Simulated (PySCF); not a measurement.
H₅GaO, singlet (CAM-B3LYP/def2-SVP optimised geometry):

```
7

Ga    -0.197    -1.287     0.000
H     -0.984    -1.549     1.335
H     -0.939    -1.569    -1.365
H      1.375    -1.287     0.000
O     -0.446     0.860     0.000
H     -1.375     1.130     0.033
H     -0.064     1.287    -0.780
```

Calculation: PySCF with CAM-B3LYP/def2-TZVP.

**Question.** What are the frontier orbital energies and the dipole moment?

**Answer.** HOMO-2 -12.12 eV, HOMO-1 -9.20 eV, HOMO -9.07 eV, LUMO 0.14 eV, LUMO+1 2.08 eV; dipole moment 4.18 D.

Meta-Löwdin charges at CAM-B3LYP/def2-TZVP: Ga1 0.12, H2 -0.10, H3 -0.11, H4 -0.10, O5 -0.55, H6 0.37, H7 0.37.
